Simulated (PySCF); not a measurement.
# Ionisation energy of Ga³⁰⁺ by level of theory

Ga³⁰⁺ 1s1 (2S) → Ga³¹⁺ (bare nucleus), as a difference of total energies. All numbers are calculated (PySCF 2.14, scalar relativity by spin-free X2C-1e, in an even-tempered Gaussian basis (17 s from 37 bohr⁻², ratio 2.2; 7 p from 57 bohr⁻², ratio 2.4; 4 d from 170 bohr⁻², ratio 2.4; 3 f from 250 bohr⁻², ratio 2.4; 3 g from 380 bohr⁻², ratio 2.4)). The calculations carry no spin-orbit coupling.

```csv
method,ionisation energy (eV)
UHF,13246.6
LDA,13210.3
PBE,13242.2
PBE0,13243.4
r2SCAN,13247.1
revPBE,13246.2
TPSS,13247.1
```

For one electron Hartree-Fock is exact for this Hamiltonian up to the basis; QED and nuclear recoil make up the gap, and the density functionals add self-interaction.

For comparison: 13239.5 eV (theoretical estimate listed by NIST; NIST Atomic Spectra Database, ionization energies).
